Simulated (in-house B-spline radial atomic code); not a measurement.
The numbers below are computed, except where a source is named.
# Building a PAW p channel for C, r_c = 1.35 bohr

C, [He] 2s2 2p2, non-relativistic LDA (VWN5), spherical and spin-unpolarised, from a B-spline radial code for spherical atoms (atomic units; all potentials screened as in the neutral atom).

Two all-electron partial waves φ1, φ2 are integrated outwards at E1 = ε(2p) = -0.199186 and E2 = E1 + 0.5 hartree; φ1 is the bound orbital and φ2 has unit norm inside r_c = 1.3521 bohr. Smooth partners are polynomials, r^2(a0 + a1 r² + a2 r⁴ + a3 r⁶), matched to φ and three derivatives at r_c, with no condition on the norm. The local potential is -5.50084 + (6.10809) r² + (-3.13564) r⁴ + (0.617642) r⁶ inside 1.107 bohr and the all-electron one outside.

```csv
wave,φ(r_c),φ'(r_c),a0,a1,a2,a3
1,0.6990706,-0.09203366,1.474291,-1.135849,0.3870988,-0.05059478
2,0.8527623,-1.000031,2.67702,-2.302004,0.7843745,-0.1020652
```

Inside r_c the overlaps are <φi φj> = [[0.39036, 0.62061], [0.62061, 1.00000]] and, for the smooth waves, [[0.32300, 0.49507], [0.49507, 0.76679]]. With χj = (Ej − T − V_local) applied to smooth wave j, the program's quadrature gives the matrix B_ij = <smooth i, χj> as [[-0.12282, -0.25369], [-0.19093, -0.39570]].

(1) Check the match of the first wave, and find the augmentation charges q_ij.

(2) B isn't symmetric. Show that D_ij = B_ij + Ej q_ij is.

Solving (T + V_local + Σ p D p) ψ = E (1 + Σ p q p) ψ in a sphere of 9 bohr, whose wall lifts the free-atom level a little, gives these levels:

```csv
all-electron,one projector,two projectors
-0.199131,-0.199131,-0.199131
0.090281,0.090656,0.090281
0.362451,0.364813,0.362451
0.776031,0.784634,0.776034
1.321330,1.343830,1.321370
```

(3) What does the second projector gain?

Results:

(1) At r_c the four terms are 2.69526, -3.79626, 2.36524, -0.56517, which sum to 0.6991, φ1(r_c) to rounding. q_ij is the all-electron overlap less the smooth one: [[0.06735, 0.12554], [0.12554, 0.23321]]. The smooth first wave has a norm of 0.3230 inside r_c against 0.3904, and q11 > 0 puts back the missing charge.

(2) Integrating by parts gives B12 − B21 = (E1 − E2) q12: -0.25369 − (-0.19093) = -0.06277, and −0.5 × (0.12554) = -0.06277. So D12 = -0.25369 + (0.300814)(0.12554) = -0.21593 and D21 = -0.19093 + (-0.199186)(0.12554) = -0.21593; D11 = -0.13624, D22 = -0.32555. The projectors, p = (B⁻¹)ᵀ χ, are dual to the smooth waves; det B = 0.00016, small beside B11 B22, as the two smooth waves look alike inside r_c.

(3) With one projector the errors are 0.00, +0.38, +2.36, +8.60, +22.50 millihartree. With two the errors are 0.00, 0.00, 0.00, 0.00, +0.04 millihartree. The scattering is exact at E1 and at E2 = 0.301, and over all levels compared the largest error is 0.04 millihartree. The lowest eigenvalue of the overlap operator is 1 with one and 0.9518 with two projectors. The smooth orbital alone needs a cutoff of 12.7 hartree for 1 millihartree of kinetic energy, against 25.9 for a norm-conserving Troullier-Martins orbital of the same radius; part of the gain comes from giving up the norm, part from the simpler form.
